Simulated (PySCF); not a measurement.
Hf(Cl)2(OH) (Cl2HHfO), SMILES [OH][Hf+]([Cl])[Cl], charge +1, multiplicity 1.

The structure is a stationary point at PBE0-D3(BJ)/def2-SVP. The multiplicity is an assumed one; other spin states were not compared. The isomer is the one that the SMILES or the coordinates give; other isomers of the formula were not compared. The def2 effective core potentials stand for the cores of Hf; spin–orbit coupling is left out. Other conformers were not sampled.

Level of theory: PBE0-D3(BJ)/def2-SVP in PySCF.

Frequencies are harmonic and unscaled.

Computed vibrational spectrum:
```csv
mode,ν (cm⁻¹),IR (km/mol),moving atoms (share of kinetic energy)
1,97,2.4,"Cl 69 %, Hf 20 %, O 8 %"
2,125,1.9,"Cl 43 %, O 37 %, Hf 13 %"
3,159,0.8,"O 62 %, Cl 21 %, H 12 %"
4,418,199.8,"H 85 %, O 14 %"
5,427,24.1,"Cl 87 %, Hf 13 %"
6,432,86.9,"Cl 77 %, Hf 22 %"
7,539,211.8,"H 84 %, O 15 %"
8,813,101.3,"O 85 %, Hf 9 %"
9,3882,672.1,H 94 %
```
